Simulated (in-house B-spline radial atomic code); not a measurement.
# Ionising the cerium ion Ce²⁺ with different functionals

Computed with a B-spline radial code for spherical atoms: four-component Dirac-Coulomb Hamiltonian, Fermi nucleus of rms radius 4.8771 fm, spin-restricted, spherical fractional occupations for the functionals. The ionisation energy is the difference of two self-consistent energies, [Xe] 4f2 → [Xe] 4f1, without Breit or QED terms; ε is the level of the shell that loses the electron (mean over j). The electron is taken from both j subshells in proportion to 2j + 1, so the result is a j average, not the step between ground levels.

Hybrids are left out here: with spherical fractional occupations of an open shell their exact exchange keeps a self-interaction that integer-occupation calculations don't have.

```csv
method,rung,ΔSCF (eV),-ε(4f) (eV)
LDA VWN5,LDA,20.82,13.22
relativistic LDA,LDA,20.95,13.33
LDA PW92,LDA,20.81,13.22
LDA exchange-only,LDA,19.15,11.68
PBE,GGA,20.50,12.94
PBEsol,GGA,20.54,12.97
BLYP,GGA,20.34,12.81
RPBE,GGA,20.44,12.89
PW91,GGA,20.60,13.03
BP86,GGA,20.60,13.02
AM05,GGA,20.57,12.97
OLYP,GGA,20.77,13.14
```

**Question.** How do they compare with the NIST value?

**Answer.** NIST lists 20.197 eV ± 0.0025 (semi-empirical, ground level to ground level). Errors run from -1.05 to +0.75 eV; BLYP is closest (+0.14 eV), but part of that can be cancellation, since the calculations leave out Breit-QED terms, spin polarisation, the choice among j levels, multiplet and fine-structure energies.
